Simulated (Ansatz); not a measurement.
Isomers of C3H8Te, relaxed with PBE0-D4/def2-TZVP in Ansatz; electronic energies, one conformer each and not always the lowest. Functionals use def2-TZVPP; CBS adds triple-zeta CCSD(T) − MP2 to the MP2 limit of def2-TZVPP and def2-QZVPP.

Elements past krypton have def2 core potentials. Outer-core shells of Te are correlated without core-valence functions. Spin–orbit coupling is left out.

Question: Order them by energy at frozen-core CCSD(T)/CBS, lowest first. (An estimate is asked.)
A. `CC(C)[TeH]`
B. `CCC[TeH]`
C. `CC[Te]C`

Answer: C (0.0 kcal/mol), A (1.0 kcal/mol), B (2.3 kcal/mol).

Question: How do ωB97M-V, r2SCAN-D4, PBE0-D4, B2PLYP place them (kcal/mol, against `CC[Te]C`)? (An estimate is asked.)

Answer: Ansatz gave: 
| isomer | ωB97M-V | r2SCAN-D4 | PBE0-D4 | B2PLYP |
| --- | --- | --- | --- | --- |
| `CC(C)[TeH]` | 0.3 | 0.5 | 0.3 | 1.2 |
| `CCC[TeH]` | 1.3 | 1.6 | 1.3 | 1.9 |
